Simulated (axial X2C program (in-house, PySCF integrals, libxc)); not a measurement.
**Worked dissociation energy of CaGe: CCSD, scalar-relativistic**

All values were computed with an axial X2C code built on PySCF integrals. Spin-free means the one-electron spin-free X2C Hamiltonian. Basis: Ge dyall-cv3z [9s9p7d4f1g], Ca dyall-cv3z [11s12p6d4f] (cores contracted in-house); Gaussian nuclei, density fitting, unrestricted open shells. Masses: Ge 73.921 u, Ca 39.963 u.

Molecular state: M_S = 1, Λ = 0 (beyond evenly filled blocks: π+α, π-α).

Correlated methods: 6 electrons correlated (number of frozen shells: Ge 3 s, 2 p, 1 d; Ca 3 s, 2 p), 288 virtual spin orbitals or spinors in MP2, 81 natural virtuals in coupled cluster.

```
E(Ge) (2M_S = 2, M_L = 0) : -2097.182999 hartree
E(Ca) (2M_S = 0, M_L = 0) : -679.665498 hartree
E(CaGe) at Re             : -2776.890515 hartree
ωe                        : 202.7 cm⁻¹
ωexe                      : 0.767 cm⁻¹
```

Task: Work out De and D0.

Result: De = -2097.182999 + (-679.665498) − (-2776.890515) = 0.04202 hartree = 1.143 eV. The zero-point energy is ωe/2 − ωexe/4 = 101 cm⁻¹ = 0.013 eV, so D0 = 1.131 eV.

Occupations by symmetry block were frozen at the best pattern of an incomplete PBE0 search. Dissociation energies refer to the lowest single-determinant-based atoms at the same level and basis. CCSD ran in a truncated set of natural virtual spinors with an MP2 remainder; without triples it tends to underbind. PBE0 can misorder states that lie within some tenths of an eV, so this need not be the ground state of the molecule. The nearest other spin-free determinant of the search, M_S = 2, Λ = 0, lies 0.44 eV up at the distance of the search. The outer-core s and p shells of the metal are frozen in the correlated rows, which leaves out core–valence correlation; for alkali and alkaline-earth bonds that tends to lengthen them. The determinant is spin-polarised beyond a pure state at some levels (its spin-free form has ⟨S²⟩ too high), which makes Re and μ there less reliable. With the outer-core shells frozen, correlated bond lengths of heavy atoms tend to come out a few hundredths of an ångström too long. Spin-free De lacks the spin–orbit lowering of the heavy p-block atom, a tenth of an eV or more for 4p and 5p, up to an eV for 6p and one to two eV for 7p atoms, less what an open-shell molecule gains itself.

Each atomic determinant is the lowest at this level and need not be a pure term. Totals compare only within one Hamiltonian and basis.
